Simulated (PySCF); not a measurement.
CH3NO2Si, SMILES N#CO[SiH2]O.

Geometry: r2SCAN-D4/def2-SVP. This is a generated structure with no PubChem entry under its InChIKey; it may be hypothetical. Other conformers were not sampled.

The numbers are results of SMD-M06-2X/def2-SVP run with PySCF, not measurements.

Solvation free energies are E(SMD) − E(gas) at the gas-phase geometry, for 1 M in both phases. In vacuum the dipole moment is 3.93 D.

Computed solvation free energies in water, n-hexane, acetone:
```json
[
 {"solvent": "water", "ΔG(solv) (kcal/mol)": "-5.3", "its non-electrostatic (CDS) part": "5.6", "dipole (D)": "4.67"},
 {"solvent": "n-hexane", "ΔG(solv) (kcal/mol)": "-2.0", "its non-electrostatic (CDS) part": "0.9", "dipole (D)": "4.24"},
 {"solvent": "acetone", "ΔG(solv) (kcal/mol)": "-6.3", "its non-electrostatic (CDS) part": "1.3", "dipole (D)": "4.68"}
]
```
